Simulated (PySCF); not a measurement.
Method: PySCF, PBE0, basis Ge def2-TZVP, F def2-TZVP (no relativity, density fitting).

Each entry is the lowest minimum that a search over a few typed start shapes (and spin states, where more than one is plausible) found, or that minimum re-optimised at the stated level; isomers with ligand–ligand bonds, or fragments after loss of a ligand pair, can lie lower. Open shells are unrestricted.

GeF2 is a singlet of C2v symmetry with Ge–F 1.745 Å (×2); F–Ge–F 97.1°. Its wavenumbers are 259, 667, 694 cm⁻¹.

Question: What changes when one electron is removed, giving GeF₂⁺?

Answer: It costs 11.25 eV between the minima (11.26 eV with zero-point energy). GeF₂⁺ is a doublet of C2v symmetry with Ge–F 1.677 Å (×2); F–Ge–F 117.1°; wavenumbers 201, 750, 802 cm⁻¹.
